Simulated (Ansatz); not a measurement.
Two isomers of C2H6Ge: A = `[CH2]1[CH2][GeH2]1`, B = `C=[CH][GeH3]`.

Calculated with Ansatz (gas phase, PBE0-D4/def2-TZVP geometries, no zero-point term in ΔE). CCSD(T)/CBS is the MP2 limit (def2-TZVPP, def2-QZVPP) plus CCSD(T) − MP2 in def2-TZVPP, frozen cores. Functionals use def2-TZVPP. B3LYP here is the variant with VWN-RPA as its local correlation; programs differ in this. For Ge outer-core shells are correlated without core-valence functions, which leaves a few kJ/mol of doubt a bond. Scalar relativity is left out up to krypton.

(1) Which is lower in electronic energy at CCSD(T)/CBS, and by how much? (Best estimate.)

(2) Give E(B) − E(A) in kcal/mol with B3LYP-D4, B2PLYP, CCSD(T)/def2-SVP, BLYP-D4, ωB97M-V, CCSD(T)/def2-TZVPP, HF/def2-TZVPP. (An estimate is asked.)

(3) Does the order hold for the free energy at 298.15 K (harmonic terms from PBE0-D4)? (Estimate.)

Largest T1 diagnostic: 0.012.

Answers

(1) Computed: B, by 8.3 kcal/mol.

(2) Computed: B3LYP-D4 -11.5, B2PLYP -10.3, CCSD(T)/def2-SVP -11.9, BLYP-D4 -12.2, ωB97M-V -8.8, CCSD(T)/def2-TZVPP -9.7, HF/def2-TZVPP -18.0. None reverses the order clearly.

(3) Computed: Yes: G(B) − G(A) = -11.3 kcal/mol.

At CCSD(T), def2-SVP lies −3.6 kcal/mol from the extrapolated value and def2-TZVPP −1.4 kcal/mol. In def2-TZVPP, CCSD(T) changes the Hartree–Fock value by +8.3 kcal/mol (the triples alone add +0.7 kcal/mol) and MP2 by +11.3 kcal/mol.
